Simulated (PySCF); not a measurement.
# Exercise with solution: oscillator strength and radiative lifetime

aminoborane (BH4N), SMILES BN.

Geometry optimised at PBE-D3(BJ)/def2-TZVP.

PySCF with TDA-CAM-B3LYP/def2-TZVPD puts the first singlet state with f over 0.02 at 7.42 eV (vertical), with the transition dipole (-0.556, 0.000, 0.000) in atomic units.

Question: Find the oscillator strength, the wavelength and the radiative lifetime that this transition would have in vacuum if emission retraced absorption.

Answer: 
|μ|² = 0.3091 au, so |μ| = 1.41 D. ΔE = 7.42/27.211 = 0.2727 hartree. f = (2/3) ΔE |μ|² = 0.056 (the program prints 0.056).
λ = 1239.84/7.42 = 167 nm; ν = 59846 cm⁻¹.
Einstein's coefficient A = 0.6670 ν² f s⁻¹ (ν in cm⁻¹) = 1.3e8 s⁻¹, so τ = 1/A = 7.4 ns. This state is S2; the lower singlet has f = 0.000. The figure is the radiative limit of this one transition; relaxation, internal conversion, crossing to triplets and a medium change what is measured.
